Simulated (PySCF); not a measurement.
These 4 structures share the formula C5H6N2Si. Level of theory: PySCF, PBE0-D3(BJ)/def2-SVP geometry optimisation, gas phase. One conformer each; no zero-point energy, no entropy. No frequencies were run at this level. Point groups hold within 0.08 Å.

Question: Order them by energy at this level, lowest first, and give relative energies in kJ/mol.
A. `N#Cc1cccn1[SiH3]`
B. `[CH3:1][C:2]#[C:3]/[CH:4]=[N:5]\[SiH2:6][C:7]#[N:8]` with C4–N5–Si6–C7 6°
C. `N#Cc1ccn([SiH3])c1`
D. `C#CC1=CN=CN1[SiH3]`

Answer: A (0.0), C (0.3), D (127.1), B (201.7).

As drawn, the lowest has an aromatic ring, which the highest lacks; the highest has a C≡C bond, a C=N bond and an Si–C bond, which the lowest lacks. Neighbours under 10 kJ/mol apart (N#Cc1cccn1[SiH3] and N#Cc1ccn([SiH3])c1) can change places with a better method, another conformer or zero-point energy.

| SMILES | E (Eh) | E rel (kJ/mol) | dipole (D) | point group | A, B, C (MHz) |
| --- | --- | --- | --- | --- | --- |
| N#Cc1cccn1[SiH3] | -592.34926 | 0.0 | 4.12 | Cs | 2162, 1907, 1026 |
| N#Cc1ccn([SiH3])c1 | -592.34914 | 0.3 | 6.26 | near Cs | 5536, 914.1, 791.9 |
| C#Cc1cncn1[SiH3] | -592.30085 | 127.1 | 3.23 | Cs | 2167, 1892, 1022 |
| CC#C/C=N\[SiH2]C#N | -592.27242 | 201.7 | 1.90 | – | 2293, 1360, 868.4 |

Q: How do the relative energies change in single points at PBE0/pcSseg-1 (no added dispersion term) on the same geometries?

A: 
```csv
SMILES,PBE0-D3(BJ)/def2-SVP (kJ/mol),PBE0/pcSseg-1 (kJ/mol),shift
N#Cc1cccn1[SiH3],0.0,3.0,+3.0
N#Cc1ccn([SiH3])c1,0.3,0.0,-0.3
C#Cc1cncn1[SiH3],127.1,129.7,+2.6
CC#C/C=N\[SiH2]C#N,201.7,181.7,-20.0
```

Each column counts from its own lowest isomer. N#Cc1ccn([SiH3])c1 becomes the lowest; the largest shift is 20.0 kJ/mol.

Q: As an exercise, what shares would exp(−E/RT) give at 298.15 K from these electronic energies alone (no entropy, no degeneracies)?

A: RT = 2.479 kJ/mol: N#Cc1cccn1[SiH3] 53.1 %, N#Cc1ccn([SiH3])c1 46.9 %, C#Cc1cncn1[SiH3] under 0.1 %, CC#C/C=N\[SiH2]C#N under 0.1 %.
